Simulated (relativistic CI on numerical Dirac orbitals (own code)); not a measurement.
# Line list: Electric-dipole lines, W XXVIII

Calculated at this level of theory: Dirac-Coulomb-Breit CI, orbitals from a KLI potential per configuration, model QED, unscaled Slater integrals (own radial code, finite nucleus).

Configurations in the expansion (outside the closed core [Ar] 3d10): 4s²4p⁶4d¹⁰4f, 4s²4p⁶4d⁹4f², 4s²4p⁶4d¹⁰5s, 4s²4p⁶4d¹⁰5p, 4s²4p⁵4d¹⁰4f², 4s²4p⁶4d¹⁰5d, 4s4p⁶4d¹⁰4f², 4s²4p⁶4d⁹4f5s, 4s²4p⁶4d⁹5s², 4s²4p⁶4d¹⁰5f, 4s²4p⁴4d¹⁰4f³, 4s²4p⁶4d⁹5s5p, 4s²4p⁶4d⁹4f5p, 4s²4p⁶4d⁸4f²5s, 4s²4p⁶4d¹⁰6s, 4s²4p⁶4d¹⁰5g. Levels of other configurations are missing.

| λ vac (Å) | Lower | Upper | A (s⁻¹) | E lower (10³ cm⁻¹) | E upper (10³ cm⁻¹) |
| --- | --- | --- | --- | --- | --- |
| 31.164 | 4s²4p⁶4d¹⁰4f ²F°5/2 [1] | 4s²4p⁶4d⁹4f5p ⁴H7/2 [196] | 5.60e+11 | 0.0 | 3208.8 |
| 46.697 | 4s²4p⁶4d¹⁰4f ²F°5/2 [1] | 4s²4p⁶4d⁹4f² ²F7/2 [112] | 1.16e+11 | 0.0 | 2141.4 |
| 46.928 | 4s²4p⁶4d¹⁰4f ²F°5/2 [1] | 4s²4p⁶4d⁹4f² ²D5/2 [111] | 5.03e+11 | 0.0 | 2130.9 |
| 47.168 | 4s²4p⁶4d¹⁰4f ²F°5/2 [1] | 4s²4p⁶4d⁹4f² ²F5/2 [110] | 6.67e+12 | 0.0 | 2120.1 |
| 47.346 | 4s²4p⁶4d¹⁰4f ²F°7/2 [2] | 4s²4p⁶4d⁹4f² ²F7/2 [112] | 6.96e+12 | 29.3 | 2141.4 |
| 47.582 | 4s²4p⁶4d¹⁰4f ²F°7/2 [2] | 4s²4p⁶4d⁹4f² ²D5/2 [111] | 6.33e+12 | 29.3 | 2130.9 |
| 47.638 | 4s²4p⁶4d¹⁰4f ²F°5/2 [1] | 4s²4p⁶4d⁹4f² ²D3/2 [109] | 6.74e+12 | 0.0 | 2099.2 |
| 47.829 | 4s²4p⁶4d¹⁰4f ²F°7/2 [2] | 4s²4p⁶4d⁹4f² ²F5/2 [110] | 4.40e+11 | 29.3 | 2120.1 |
| 49.561 | 4s²4p⁶4d¹⁰4f ²F°7/2 [2] | 4s²4p⁶4d⁹4f² ²G9/2 [108] | 4.20e+12 | 29.3 | 2047.0 |
| 50.117 | 4s²4p⁶4d¹⁰4f ²F°5/2 [1] | 4s²4p⁶4d⁹4f² ²G7/2 [107] | 4.00e+12 | 0.0 | 1995.3 |
| 62.375 | 4s²4p⁶4d⁹4f² ⁴F7/2 [7] | 4s²4p⁵4d¹⁰4f² ⁴F°5/2 [182] | 1.74e+11 | 1561.2 | 3164.4 |
| 62.524 | 4s²4p⁶4d⁹4f² ²G7/2 [8] | 4s²4p⁵4d¹⁰4f² ²F°5/2 [188] | 2.25e+11 | 1580.4 | 3179.7 |
| 62.667 | 4s²4p⁶4d⁹4f² ⁴F7/2 [7] | 4s²4p⁵4d¹⁰4f² ⁴G°9/2 [179] | 9.12e+10 | 1561.2 | 3157.0 |
| 62.882 | 4s²4p⁶4d⁹4f² ²G7/2 [8] | 4s²4p⁵4d¹⁰4f² ⁴D°7/2 [183] | 1.94e+11 | 1580.4 | 3170.6 |
| 62.939 | 4s²4p⁶4d⁹4f² ⁴F5/2 [6] | 4s²4p⁵4d¹⁰4f² ⁴G°7/2 [172] | 1.73e+11 | 1546.6 | 3135.5 |
| 62.953 | 4s²4p⁶4d⁹4f² ⁴F9/2 [9] | 4s²4p⁵4d¹⁰4f² ⁴D°7/2 [183] | 1.70e+11 | 1582.1 | 3170.6 |
| 63.201 | 4s²4p⁶4d⁹4f² ²G9/2 [12] | 4s²4p⁵4d¹⁰4f² ²H°9/2 [186] | 1.98e+11 | 1592.6 | 3174.8 |
| 63.376 | 4s²4p⁶4d⁹4f² ⁴K13/2 [10] | 4s²4p⁵4d¹⁰4f² ⁴I°11/2 [181] | 7.34e+11 | 1586.3 | 3164.2 |
| 63.434 | 4s²4p⁶4d⁹4f² ⁴I13/2 [28] | 4s²4p⁵4d¹⁰4f² ²H°11/2 [197] | 4.01e+11 | 1635.2 | 3211.6 |
| 63.484 | 4s²4p⁶4d⁹4f² ⁴F3/2 [5] | 4s²4p⁵4d¹⁰4f² ⁴G°5/2 [169] | 3.38e+11 | 1541.8 | 3117.0 |
| 63.499 | 4s²4p⁶4d⁹4f² ⁴F9/2 [9] | 4s²4p⁵4d¹⁰4f² ⁴G°9/2 [179] | 2.18e+11 | 1582.1 | 3157.0 |
| 63.502 | 4s²4p⁶4d⁹4f² ⁴K15/2 [14] | 4s²4p⁵4d¹⁰4f² ⁴I°13/2 [185] | 7.23e+11 | 1599.6 | 3174.3 |
| 63.516 | 4s²4p⁶4d⁹4f² ⁴D5/2 [11] | 4s²4p⁵4d¹⁰4f² ⁴F°5/2 [182] | 1.97e+11 | 1590.0 | 3164.4 |
| 63.522 | 4s²4p⁶4d⁹4f² ⁴F7/2 [7] | 4s²4p⁵4d¹⁰4f² ⁴G°7/2 [172] | 2.62e+11 | 1561.2 | 3135.5 |
| 63.608 | 4s²4p⁶4d⁹4f² ⁴K17/2 [19] | 4s²4p⁵4d¹⁰4f² ⁴I°15/2 [189] | 7.13e+11 | 1611.0 | 3183.1 |
| 63.614 | 4s²4p⁶4d⁹4f² ⁴H11/2 [16] | 4s²4p⁵4d¹⁰4f² ²H°9/2 [186] | 1.66e+11 | 1602.9 | 3174.8 |
| 63.679 | 4s²4p⁶4d⁹4f² ⁴F5/2 [6] | 4s²4p⁵4d¹⁰4f² ⁴G°5/2 [169] | 2.37e+11 | 1546.6 | 3117.0 |
| 63.717 | 4s²4p⁶4d⁹4f² ⁴D5/2 [11] | 4s²4p⁵4d¹⁰4f² ⁴D°3/2 [180] | 2.99e+11 | 1590.0 | 3159.5 |
| 63.722 | 4s²4p⁶4d⁹4f² ⁴G11/2 [18] | 4s²4p⁵4d¹⁰4f² ⁴G°11/2 [187] | 1.33e+11 | 1609.3 | 3178.6 |
| 63.821 | 4s²4p⁶4d⁹4f² ²I13/2 [32] | 4s²4p⁵4d¹⁰4f² ²H°11/2 [200] | 3.63e+11 | 1648.1 | 3215.0 |
| 63.826 | 4s²4p⁶4d⁹4f² ⁴G11/2 [27] | 4s²4p⁵4d¹⁰4f² ⁴F°9/2 [192] | 2.83e+11 | 1633.6 | 3200.4 |
| 63.877 | 4s²4p⁶4d⁹4f² ⁴G11/2 [18] | 4s²4p⁵4d¹⁰4f² ²H°9/2 [186] | 3.36e+11 | 1609.3 | 3174.8 |
| 63.910 | 4s²4p⁶4d⁹4f² ²H9/2 [31] | 4s²4p⁵4d¹⁰4f² ²G°7/2 [194] | 5.24e+11 | 1642.8 | 3207.5 |
| 63.960 | 4s²4p⁶4d⁹4f² ²I13/2 [32] | 4s²4p⁵4d¹⁰4f² ²H°11/2 [197] | 1.84e+11 | 1648.1 | 3211.6 |
| 63.992 | 4s²4p⁶4d⁹4f² ⁴H13/2 [22] | 4s²4p⁵4d¹⁰4f² ⁴G°11/2 [187] | 5.58e+11 | 1615.9 | 3178.6 |
| 64.048 | 4s²4p⁶4d⁹4f² ⁴H11/2 [16] | 4s²4p⁵4d¹⁰4f² ⁴I°11/2 [181] | 1.09e+11 | 1602.9 | 3164.2 |
| 64.345 | 4s²4p⁶4d⁹4f² ⁴H11/2 [16] | 4s²4p⁵4d¹⁰4f² ⁴G°9/2 [179] | 3.27e+11 | 1602.9 | 3157.0 |
| 64.378 | 4s²4p⁶4d⁹4f² ⁴F9/2 [9] | 4s²4p⁵4d¹⁰4f² ⁴G°7/2 [172] | 1.35e+11 | 1582.1 | 3135.5 |
| 64.813 | 4s²4p⁶4d⁹4f² ²G9/2 [12] | 4s²4p⁵4d¹⁰4f² ⁴G°7/2 [172] | 1.98e+11 | 1592.6 | 3135.5 |
| 65.313 | 4s²4p⁶4d⁹4f² ⁴I15/2 [36] | 4s²4p⁵4d¹⁰4f² ⁴I°15/2 [189] | 1.84e+11 | 1652.1 | 3183.1 |
| 126.11 | 4s²4p⁶4d¹⁰5p ²P°1/2 [4] | 4s²4p⁶4d¹⁰5d ²D3/2 [113] | 1.77e+11 | 1483.0 | 2276.0 |
| 146.53 | 4s²4p⁶4d¹⁰5d ²D5/2 [114] | 4s²4p⁶4d¹⁰5f ²F°7/2 [153] | 2.05e+11 | 2323.0 | 3005.4 |
| 153.84 | 4s²4p⁶4d¹⁰5s ²S1/2 [3] | 4s²4p⁶4d¹⁰5p ²P°3/2 [54] | 8.80e+10 | 1055.4 | 1705.4 |
| 161.93 | 4s²4p⁶4d¹⁰5p ²P°3/2 [54] | 4s²4p⁶4d¹⁰5d ²D5/2 [114] | 1.13e+11 | 1705.4 | 2323.0 |
| 233.84 | 4s²4p⁶4d¹⁰5s ²S1/2 [3] | 4s²4p⁶4d¹⁰5p ²P°1/2 [4] | 2.46e+10 | 1055.4 | 1483.0 |

Terms are leading LS components. Brackets give the number of a level in order of energy, since labels repeat. The list gives strong lines, with weight on those to low levels, without lines whose two gauges differ by over a factor of 2.5, among the lowest 200 of 1871 levels, so that lines to higher ones, which can be the strongest, are missing. Levels whose partners in the same complex of configurations lie outside the list can be far off, and so can their lines. Rates are taken at the computed energies, electric ones in the length gauge.

At this charge energies of transitions that change n are usually good to better than 1 %, and those within a shell (Δn = 0) to a few per cent.

LS names give the leading component of a level, which can be under half, so a name can repeat, a term be missing and a line seem to break the LS rules.
